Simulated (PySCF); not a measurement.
Computed IR spectrum (relative IR intensity) of a molecule C2H5NO2Si. The structure is a stationary point at PBE-D3(BJ)/def2-SVP. The values are those of a single conformer. Computed with PBE-D3(BJ)/def2-SVP (PySCF). Frequencies are harmonic and unscaled.

Lines under 2 % of the strongest are left out, and lines within 2 cm⁻¹ are merged.

```
ν (cm⁻¹)  relative intensity
--------  ------------------
283                      3.0
670                      6.7
678                      9.9
689                      5.2
797                       24
895                      6.0
901                       41
924                      8.8
982                      3.4
1093                      27
1268                      15
1341                     4.7
1362                     3.6
1634                     100
1746                      22
2201                     5.7
2217                      15
2223                      13
2894                      15
```

Question: Identify the compound among the candidates.
A) O=C/N=C/O[SiH3]
B) N#CO[SiH2]CO
C) O[Si@@H]1C=NCO1
D) C[Si@@]1(O)N=CO1

Answer: A, O=C/N=C/O[SiH3]
